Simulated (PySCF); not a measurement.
## Electric field gradients and quadrupole coupling constants

Species: 4-aminothiophenol, C6H7NS.
Cartesian coordinates in Å at the GFN2-xTB level; atoms count from 1:
```
atom  x, y, z in Å
N1    -2.593    0.171   -0.060
C2    -1.219    0.039   -0.057
C3    -0.397    1.154    0.116
C4     0.974    1.017    0.196
C5     1.553   -0.241    0.101
S6     3.310   -0.468    0.191
C7     0.747   -1.358   -0.073
C8    -0.623   -1.219   -0.151
H9    -2.955    1.086   -0.274
H10   -3.115   -0.591   -0.460
H11   -0.841    2.136    0.189
H12    1.592    1.893    0.332
H13    3.608    0.818    0.361
H14    1.199   -2.335   -0.150
H15   -1.243   -2.093   -0.285
```

Field gradients from the PBE0/pcSseg-1 density (PySCF, non-relativistic), principal values in atomic units, ordered |Vxx| ≤ |Vyy| ≤ |Vzz|:

```tsv
atom	Vxx	Vyy	Vzz
N1	0.5260	0.6216	-1.1476
S6	0.3562	2.3837	-2.7399
```

Q: Find the asymmetry η = (Vxx − Vyy)/Vzz and the couplings χ = eQV/h (234.96 MHz × Q in barn × V in au), with Q(14N) = 0.02044 b, Q(33S) = −0.0678 b.

A: 
| atom | environment | nucleus | η | χzz (MHz) | χxx (MHz) | χyy (MHz) |
| --- | --- | --- | --- | --- | --- | --- |
| N1 | aniline-type nitrogen | 14N | 0.08 | -5.51 | 2.53 | 2.99 |
| S6 | thiol sulfur | 33S | 0.74 | 43.65 | -5.67 | -37.97 |

The tensor is traceless: Vxx + Vyy + Vzz = 0.

Q: What is Vzz at N1 in SI units (1 au = 9.71736 × 10²¹ V/m²)?

A: -1.1476 au = -11.151 × 10²¹ V/m².

Q: What couplings would deuterons (Q(2H) = 0.00286 b) have in place of the hydrogens, at this geometry?

A: 
| atom | bonded to | bond length (Å) | Vzz (au) | η | χzz (kHz) |
| --- | --- | --- | --- | --- | --- |
| H9 | N1 | 1.007 | 0.4155 | 0.20 | 279 |
| H10 | N1 | 1.007 | 0.4151 | 0.20 | 279 |
| H11 | C3 | 1.081 | 0.3285 | 0.10 | 221 |
| H12 | C4 | 1.081 | 0.3255 | 0.09 | 219 |
| H13 | S6 | 1.331 | 0.2459 | 0.19 | 165 |
| H14 | C7 | 1.079 | 0.3266 | 0.08 | 219 |
| H15 | C8 | 1.080 | 0.3291 | 0.10 | 221 |

Geometry: GFN2-xTB, one conformer, isolated molecule. GFN2-xTB bond lengths can be off by several hundredths of an ångström, more for odd bonds, and the gradients follow them. With so small a basis the couplings can be 20 % off.
